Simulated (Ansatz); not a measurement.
Input:

```yaml
accuracy: low
crystal:
  lattice:
    - [6.573138, 0.0, 0.0]
    - [0.0, 6.573138, 0.0]
    - [0.0, 0.0, 6.573138]
  atoms:
    - { symbol: O, position: [0.3670806, 0.6306983, 0.9306541] }
    - { symbol: H, position: [0.3651662, 0.6636178, 0.7870392] }
    - { symbol: H, position: [0.2828925, 0.7347926, 0.9922118] }
    - { symbol: O, position: [0.3877446, 0.9417211, 0.5973203] }
    - { symbol: H, position: [0.4075316, 1.0803473, 0.5514525] }
    - { symbol: H, position: [0.425617, 0.8598686, 0.4807937] }
    - { symbol: O, position: [0.7152796, 0.0499268, 0.283005] }
    - { symbol: H, position: [0.6463962, 0.0898564, 0.4069941] }
    - { symbol: H, position: [0.6336135, -0.0611764, 0.23105] }
    - { symbol: O, position: [0.0064107, 0.5279701, 0.8268727] }
    - { symbol: H, position: [-0.0652763, 0.6024177, 0.7218434] }
    - { symbol: H, position: [0.1247665, 0.4738687, 0.757753] }
    - { symbol: O, position: [0.7781456, 0.3957233, 0.0963431] }
    - { symbol: H, position: [0.771922, 0.3778969, -0.0497942] }
    - { symbol: H, position: [0.6982844, 0.5171014, 0.1208817] }
    - { symbol: O, position: [0.0334061, 0.8995819, 0.0662394] }
    - { symbol: H, position: [0.0286014, 1.0465125, 0.0762865] }
    - { symbol: H, position: [0.0143229, 0.8537221, 0.2049668] }
    - { symbol: O, position: [0.0761797, 0.321392, 0.4014061] }
    - { symbol: H, position: [0.0784586, 0.4062166, 0.2809394] }
    - { symbol: H, position: [-0.0025121, 0.2036736, 0.360631] }
    - { symbol: O, position: [0.7467663, 0.7022706, 0.409639] }
    - { symbol: H, position: [0.6551685, 0.5887193, 0.3889374] }
    - { symbol: H, position: [0.8631179, 0.6700757, 0.32515] }
    - { symbol: Ag, position: [0.9234537, 0.9958929, 0.6446271] }
    - { symbol: F, position: [0.6201811, 0.5406955, 0.6808693] }
basis:
  ecutwfc: 420.0
kpoints:
  mp_grid: { grid: [1, 1, 1] }
hamiltonian:
  xc: pbe
  dispersion: d3bj
scf:
  occupations: { method: fermi_dirac, width: 0.02 }
  lower_state_search: "off"
relax:
  f_tol: 0.3
  max_steps: 15
  adjacent_minimum: "off"
```

Launched with:

```bash
$ ansatz run input.yaml --threads 1 --pin off --max-ram 3072MiB --backend cpu --events-out ev --progress --plain --runs-dir out
```

Hardware: 1 thread of Arm Neoverse V1 (shared host).

Q: Roughly how long does this run take, and how much memory?

A: 39 s, with a peak of 0.38 GiB, for 15 ionic steps.
